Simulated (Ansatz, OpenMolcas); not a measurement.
## How methods differ on C5H12Si (vinyltrimethylsilane)

C5H12Si: 18 atoms, total charge 0, spin state singlet. As SMILES, `C=C[Si](C)(C)C`. Geometry: relaxed at PBE0-D4/def2-TZVP. This is one conformer, not always the lowest.

```csv
atom,x (Å),y (Å),z (Å)
C,-2.4635,-0.5608,0.4411
C,-1.6000,0.0415,-0.3722
Si,0.2500,0.0980,-0.1112
C,0.6938,-0.8173,1.4613
C,0.7913,1.8894,0.0123
C,1.0951,-0.7025,-1.5817
H,-3.5338,-0.5703,0.2520
H,-2.1382,-1.0766,1.3408
H,-2.0090,0.5366,-1.2545
H,0.2185,-0.3653,2.3356
H,1.7751,-0.7929,1.6220
H,0.3894,-1.8660,1.4138
H,0.3219,2.3833,0.8667
H,1.8758,1.9638,0.1322
H,0.5170,2.4463,-0.8876
H,0.8076,-1.7526,-1.6761
H,0.8258,-0.1974,-2.5133
H,2.1832,-0.6573,-1.4811
```

Each level gives the energy change with the C4–H12 bond stretched from 1.093 to 2.405 Å (eV). The values are calculated.

| level | kind | program | value (eV) | less CCSD(T)/6-31G* | CPU time (all runs) |
| --- | --- | --- | --- | --- | --- |
| SVWN5/6-31G* (spherical functions) (restricted) | LDA | OpenMolcas | 4.58 | +0.55 | 2.4 min |
| BLYP/6-31G* (spherical functions) (restricted) | GGA | Ansatz | 4.34 | +0.31 | 18 s |
| PBE/6-31G* (spherical functions) (restricted) | GGA | Ansatz | 4.49 | +0.46 | 18 s |
| M06-L/6-31G* (spherical functions) (restricted) | meta-GGA | OpenMolcas | 4.75 | +0.72 | 4 min |
| TPSS/6-31G* (spherical functions) (restricted) | meta-GGA | OpenMolcas | 4.58 | +0.55 | 4.3 min |
| r2SCAN0/6-31G* (spherical functions) (restricted) | hybrid meta-GGA | Ansatz | 5.07 | +1.04 | 34 s |
| RPA@PBE/6-31G* (spherical functions) (restricted) | RPA | Ansatz | 4.30 | +0.27 | 53 s |
| CCSD(T)/6-31G* (Cholesky decomposition, spherical functions) (restricted) | coupled cluster or CI | OpenMolcas | 4.03 | 0.00 | 26 min |

Differences are taken from CCSD(T)/6-31G* (Cholesky decomposition, spherical functions) (restricted) for orientation; it has basis-set and higher-order errors of its own. At this stretch a single reference begins to fail. The first shape isn't each level's own minimum. The values span 4.03 to 5.07 eV. CPU times are rough (shared hosts, several kinds of processor): they show what a rung costs within a factor of a few.
